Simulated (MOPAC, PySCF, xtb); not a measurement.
Complex: PH3 (SMILES P) (first 4 atoms) with AsH3 (SMILES [AsH3]); geometry from B3LYP-D3(BJ)/def2-TZVP, rigid monomers moved along the line of their centres of mass till P1···As5 is 4.19 Å.
(charge 0, multiplicity 1):
```
atom    x (Å)    y (Å)    z (Å)
----  -------  -------  -------
P     -0.5518   0.1766   0.2743
H      0.7162  -0.4564   0.2556
H     -1.2642  -1.0484   0.2453
H     -0.5941   0.3428  -1.1351
As    -0.4400  -0.2923   4.4336
H     -1.8038   0.3852   4.4715
H      0.2936   1.0413   4.4921
H     -0.4049  -0.4527   5.9519
```

Interaction energies are E(AB) − E(A) − E(B) at the monomers' geometry in the complex; basis-set methods are counterpoise corrected.

Rows in 6-31G* carry no dispersion term and start afresh at each structure (6-31G* with six Cartesian d functions); the Pople sets are all-electron and without relativity. The state that PM3, PM7 reach isn't checked; PM7 holds dispersion and hydrogen-bond terms.

Codes used: MOPAC for PM3, PM7 (differences of heats of formation); PySCF for 6-31G* rows; xtb for the GFN methods. Values without a source in brackets are computed.

Q: One of these levels gives 1.35 kcal/mol for the interaction energy. Name it.
A. GFN2-xTB
B. HF/6-31G*
C. PM3
D. PM7

A: C, PM3. The others give -3.71 (PM7), -1.71 (GFN2-xTB), -0.10 (HF/6-31G*)
